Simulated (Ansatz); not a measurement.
Gas-phase electronic energies from Ansatz, PBE0-D4/def2-TZVP geometries. CCSD(T)/CBS is the MP2 limit (def2-TZVPP, def2-QZVPP) plus CCSD(T) − MP2 in def2-TZVPP, frozen cores. This one scheme is used for every species. DFT in def2-TZVPP. Each species was taken in one conformer, which may not be the lowest.

Consider the silylene formation by 1,1-elimination: `O[SiH](F)N[SiH2]F` → `N[SiH2]F` + `O[Si]F`.

```tsv
level	ΔE (kcal/mol)
CAM-B3LYP-D4	50.6
MP2/def2-TZVPP	54.0
```

Problem. What does CCSD(T)/CBS give? (Estimate.)

Solution. The calculation gave: +51.8 kcal/mol. The listed levels differ from it by -1.2, 2.2 kcal/mol.

Largest T1 diagnostic among the species: 0.015.

From r2SCAN to r2SCAN0 (25 % exact exchange), in def2-TZVPP and without D4, ΔE moves by +2.0 kcal/mol. The D4 term adds +3.9 kcal/mol with B3LYP and +2.1 kcal/mol with PBE0; it sums over pairs of atoms, weighted by their polarisabilities, and B3LYP, whose exchange is more repulsive, gets the larger term.

B3LYP here is the variant with VWN-RPA as its local correlation; programs differ in this.
